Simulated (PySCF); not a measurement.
## Two-component Hartree-Fock for Ti²⁺ (titanium, charge +2)

Start: [Ar] 3d2; 3d3/2 filled at m_j = +1/2, +3/2. Calculated with PySCF 2.14 in x2c-TZVPPall-2c (6s7p4d2f1g, 70 functions): generalised Hartree-Fock with the X2C-1e Hamiltonian and a Gaussian nucleus; one run each with spin-orbit coupling (SO) switched off, then screened by Boettger's factors.

```tsv
spinor shell	electrons	ε, spin-free (eV)	ε, screened SO (eV)	weight of nominal j (screened SO)	rms radius, screened SO (bohr)
1s1/2	2	-5033.8	-5033.8	1.000	0.0804
2s1/2	2	-604.89	-604.87	1.000	0.350
2p1/2	2	-500.68	-504.91	0.992	0.319
2p3/2	4	-500.68	-498.56	0.996	0.321
3s1/2	2	-94.682	-94.671	1.000	1.08
3p1/2	2	-64.705	-66.209	0.655	1.18
3d3/2	2	-27.714	-27.724	0.720	1.56
```

Q: Where does 3p3/2 lie, and what is the 3p spin-orbit splitting (screened SO)?

A: At -63.944 eV, 2.266 eV above 3p1/2.

| quantity | spin-free | screened SO |
| --- | --- | --- |
| E (hartree) | -852.05031 | -852.05768 |
| M_J | 2 | 2 |
| ⟨J²⟩ | 8.006 | 7.853 |
| ⟨L²⟩ | 12.005 | 12.002 |
| ⟨S²⟩ | 2.000 | 2.000 |

The determinant has a definite M_J but mixes levels of different J.

Each row is a mean over spinors that exchange with the open shell spreads, by up to 7.601 eV (3p1/2).

Rows whose weight is well below 1 are mixtures of j = l ± 1/2: exchange outweighs spin-orbit coupling there, and the label is only the starting occupation.

Without spin-orbit coupling the j labels of p, d and f shells carry no meaning; the spin-free column gives the mean over the occupied spinors of each nl shell, and its ⟨J²⟩ belongs to a mixture of degenerate components.
